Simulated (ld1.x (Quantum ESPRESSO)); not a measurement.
Logarithmic derivatives: Zn (Z = 30), ultrasoft

- Element: Zn (Z = 30)
- Generator: ld1.x (Quantum ESPRESSO) 7.5
- Type: ultrasoft
- Functional: PBE
- Relativity: scalar-relativistic
- Frozen core: [Ar]
- Valence charge: 12
- Reference configuration: 3d9 4s0 4p0 (charge +3)
- Partial waves: 4s (bound, empty): rcut 1.35, rcutus 1.60 bohr; 4s channel at -1.55 Ry: rcut 1.35, rcutus 1.60 bohr; 4p (bound, empty): rcut 1.70, rcutus 2.10 bohr; 4p channel at -1.82 Ry: rcut 1.70, rcutus 2.10 bohr; 3d (bound): rcut 0.90, rcutus 1.00 bohr; 3d channel at 1.1 Ry: rcut 0.90, rcutus 1.00 bohr
- Local potential: all-electron potential smoothed inside 0.80 bohr (lloc = -1)
- Core correction: none
- Augmentation charge: built from norm-conserving waves at rcut, not smoothed further

The phase is arctan(r·u′/u) with u = r·R(r), unwrapped; energies in Ry, scanned from -6 to 5 Ry. A pole is an energy at which the radial function vanishes at the test radius. The pseudo phase is shifted by a multiple of π to meet the all-electron one at the reference energy, and phase errors are pseudo minus all-electron; the curves can meet again beyond the range given. Levels narrower than the energy grid can be missing from the lists of poles.

| channel | radius (bohr) | reference energy (Ry) | poles, all-electron | poles, pseudo | unbroken range about the reference energy with phases within 0.05 rad | phase error 1 Ry above the reference energy (rad) |
| --- | --- | --- | --- | --- | --- | --- |
| s | 2.29 | -2.61 | -0.86 | -0.86 | below 3.0 | +0.000 |
| p | 2.29 | -1.96 | 0.41 | 0.42 | below 3.7 | -0.000 |
| d | 2.29 | -3.73 | -3.65, 2.62 | -3.65, -1.81, 3.80 | below -2.3 | -0.012 |

A Bessel basis up to 400 Ry misses an occupied level by 0.80 Ry, so cutoffs and ghosts were not judged.

Phases in the d channel:

```json
{"E (Ry)": "-6.00", "all-electron": "1.353", "pseudo": "1.354"}
{"E (Ry)": "-5.48", "all-electron": "1.336", "pseudo": "1.336"}
{"E (Ry)": "-4.96", "all-electron": "1.312", "pseudo": "1.312"}
{"E (Ry)": "-4.44", "all-electron": "1.269", "pseudo": "1.268"}
{"E (Ry)": "-3.92", "all-electron": "1.030", "pseudo": "1.028"}
{"E (Ry)": "-3.40", "all-electron": "-1.770", "pseudo": "-1.772"}
{"E (Ry)": "-2.88", "all-electron": "-1.866", "pseudo": "-1.874"}
{"E (Ry)": "-2.36", "all-electron": "-1.941", "pseudo": "-1.981"}
{"E (Ry)": "-1.84", "all-electron": "-2.044", "pseudo": "-4.564"}
{"E (Ry)": "-1.32", "all-electron": "-2.231", "pseudo": "-5.152"}
{"E (Ry)": "-0.80", "all-electron": "-2.653", "pseudo": "-5.398"}
{"E (Ry)": "-0.28", "all-electron": "-3.513", "pseudo": "-5.897"}
{"E (Ry)": "0.24", "all-electron": "-4.150", "pseudo": "-6.749"}
{"E (Ry)": "0.76", "all-electron": "-4.418", "pseudo": "-7.297"}
{"E (Ry)": "1.28", "all-electron": "-4.550", "pseudo": "-7.536"}
{"E (Ry)": "1.80", "all-electron": "-4.630", "pseudo": "-7.659"}
{"E (Ry)": "2.32", "all-electron": "-4.686", "pseudo": "-7.735"}
{"E (Ry)": "2.84", "all-electron": "-4.731", "pseudo": "-7.787"}
{"E (Ry)": "3.36", "all-electron": "-4.771", "pseudo": "-7.826"}
{"E (Ry)": "3.88", "all-electron": "-4.810", "pseudo": "-7.859"}
{"E (Ry)": "4.40", "all-electron": "-4.854", "pseudo": "-7.887"}
{"E (Ry)": "4.92", "all-electron": "-4.909", "pseudo": "-7.914"}
```
